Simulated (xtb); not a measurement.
CH3ISe, SMILES C[Se]I. All values are semi-empirical tight-binding results from xtb (GFN2-xTB unless named), good for trends rather than for accurate numbers. The structure is a stationary point at GFN2-xTB.

Computed properties:
| Property | Result |
|---|---|
| point group as xtb finds it | Cs |
| orbital gap | 2.70 eV |
| zero-point energy | 23.0 kcal/mol |
| G − E(el) at 298.15 K (modified RRHO) | 3.8 kcal/mol |
| static polarisability (D4 model) | 73.9 bohr³ |
| solvation energy, GFN2-xTB/ALPB(water) | -1.5 kcal/mol |
| solvation energy, GFN2-xTB/ALPB(octanol) | -4.2 kcal/mol |
